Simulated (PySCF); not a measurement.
## N(2+) (nitrogen, charge +2): UHF calculation

Configuration: [He] 2s2 2p1, 2P determinant. All numbers are calculated (PySCF 2.14, the non-relativistic Hamiltonian (point nucleus), in def2-TZVP (5s3p2d1f, 31 functions)).

- Total energy: -52.818576 hartree
- One-electron energy: -65.4891 hartree
- Hartree (Coulomb) energy: 18.3848 hartree
- Exchange energy: -5.7142 hartree
- Kinetic energy: 52.81784 hartree
- ⟨S²⟩: 0.7542
- ⟨L²⟩: 2.011
- Sum of ⟨r⟩: 3.935 bohr
- Sum of ⟨r²⟩: 4.973 bohr²
- Traceless quadrupole moment −½Σ⟨3z² − r²⟩ along its main axis: -0.626 e·bohr²
- Density at the nucleus (Gaussians lack the cusp): 203 bohr⁻³
- Spin density at the nucleus: 0.0192 bohr⁻³
- Langevin diamagnetic susceptibility: -3.94 ×10⁻⁶ cm³/mol
- Time after the integrals: 0.08 s of wall time on 1 thread of Neoverse-V1 (shared host)

| shell | electrons | mean orbital energy (hartree) | rms radius, mean of both spins (bohr) |
| --- | --- | --- | --- |
| 1s α | 1 | -17.14053 | 0.264 |
| 1s β | 1 | -17.09443 | 0.264 |
| 2s α | 1 | -2.15861 | 1.28 |
| 2s β | 1 | -1.98937 | 1.28 |
| 2p α | 1 | -1.76508 | 1.24 |
